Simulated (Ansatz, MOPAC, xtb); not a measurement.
Spectroscopic constants of SeCl, multiplicity 2 (lowest of 2S+1 = 2, 4 at CCSD(T)/def2-TZVPP on PBE0 minima; our sources give no spin for the ground state, which may be another). No spin–orbit coupling. Se is treated without relativity.

The constants come from a fifth-degree fit in 1/R (seven points, main isotopes). Runs in def2 and cc sets follow the lowest solution found near the PBE0 minimum.

Programs: Ansatz (Gaussian basis) for Hartree–Fock, density functionals and correlated methods; MOPAC for AM1, PM3, PM6, PM7 (differences of heats of formation); xtb for the GFN methods. Values without a source in brackets are computed. The GFN methods have no spin term and hold the electronic entropy of 300 K.

| level | r_e (Å) | ω_e (cm⁻¹) | B_e (cm⁻¹) | ω_e x_e (cm⁻¹) | dipole (D) |
|---|---|---|---|---|---|
| AM1 | 2.032 | 528 | 0.168 | 3.9 | - |
| PM3 | 2.126 | 436 | 0.153 | 0.92 | - |
| PM6 | 2.205 | 477 | 0.143 | 0.87 | - |
| PM7 | 2.226 | 422 | 0.140 | 1.1 | - |
| GFN1-xTB | 2.133 | 442 | 0.152 | 0.82 | - |
| GFN2-xTB | 2.111 | 403 | 0.156 | 0.90 | - |
| SVWN5/def2-TZVPP | 2.112 | 457 | 0.155 | 1.5 | 0.32 |
| PBE/def2-TZVPP | 2.143 | 435 | 0.151 | 1.5 | 0.47 |
| r2SCAN/def2-TZVPP | 2.128 | 446 | 0.153 | 1.5 | 0.53 |
| B97M-V/def2-TZVPP | 2.125 | 447 | 0.154 | 1.5 | 0.61 |
| B3LYP/def2-TZVPP | 2.147 | 433 | 0.150 | 1.4 | 0.66 |
| PBE0/def2-TZVPP | 2.120 | 458 | 0.154 | 1.5 | 0.61 |
| BHLYP/def2-TZVPP | 2.126 | 454 | 0.153 | 1.4 | 0.81 |
| CAM-B3LYP/def2-TZVPP | 2.128 | 452 | 0.153 | 1.4 | 0.73 |
| wB97X-V/def2-TZVPP | 2.116 | 467 | 0.155 | 1.4 | 0.70 |
| wB97M-V/def2-TZVPP | 2.124 | 459 | 0.154 | 1.4 | 0.74 |
| B2PLYP/def2-TZVPP | 2.136 | 444 | 0.152 | 1.5 | - |
| CCSD/def2-TZVPP | 2.132 | 451 | 0.152 | 1.6 | - |
| CCSD/def2-QZVPP | 2.119 | 458 | 0.154 | 1.5 | - |
| CCSD(T)/def2-TZVPP | 2.137 | 444 | 0.152 | 1.6 | - |
| CCSD(T)/def2-QZVPP | 2.124 | 450 | 0.154 | 1.6 | - |
| CCSD(T)/CBS(def2-TZVPP, def2-QZVPP) | 2.117 | 453 | 0.155 | 1.6 | - |

Correlated levels freeze the inner cores; with def2 sets outer-core shells near the valence are correlated too. CBS(a, b) extrapolates the correlation energy as X⁻³ and adds the Hartree–Fock energy of set b. The state that AM1, PM3, PM6, PM7 reach isn't checked; PM7 holds dispersion and hydrogen-bond terms.

Ansatz is a program for electronic structure.
